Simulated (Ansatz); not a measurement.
Mulliken charges of CH6O2Si, SMILES `C[SiH](O)O` from ωB97M-V/def2-TZVPP in Ansatz (PBE0-D4/def2-TZVP geometry).

| atom | x (Å) | y (Å) | z (Å) | charge (e) |
| --- | --- | --- | --- | --- |
| C1 | -0.353 | 0.697 | 1.182 | -0.441 |
| Si2 | 0.293 | -0.219 | -0.285 | 0.608 |
| O3 | -0.250 | -1.760 | -0.126 | -0.379 |
| O4 | -0.269 | 0.447 | -1.685 | -0.389 |
| H5 | 0.005 | 1.729 | 1.184 | 0.108 |
| H6 | -0.034 | 0.219 | 2.111 | 0.119 |
| H7 | -1.445 | 0.714 | 1.165 | 0.124 |
| H8 | 1.784 | -0.194 | -0.360 | -0.096 |
| H9 | -0.113 | -2.359 | -0.860 | 0.169 |
| H10 | 0.383 | 0.726 | -2.327 | 0.177 |

Q: By hand: the dipole of these point charges (1 e Å = 4.8032 D).

A: Σ q r = (0.228, 0.102, 0.010) e Å, of length 0.250 e Å = 1.20 D.

Q: How does the dipole of the full density compare? (Best estimate.)

A: The calculation gave: (0.264, 0.032, -0.232) e Å, 1.70 D; the point charges give 0.71 times that, at 46° from its direction.

Point charges leave out the atoms' own dipoles, such as those of lone pairs, and Mulliken's split depends on the basis, so the two needn't agree.
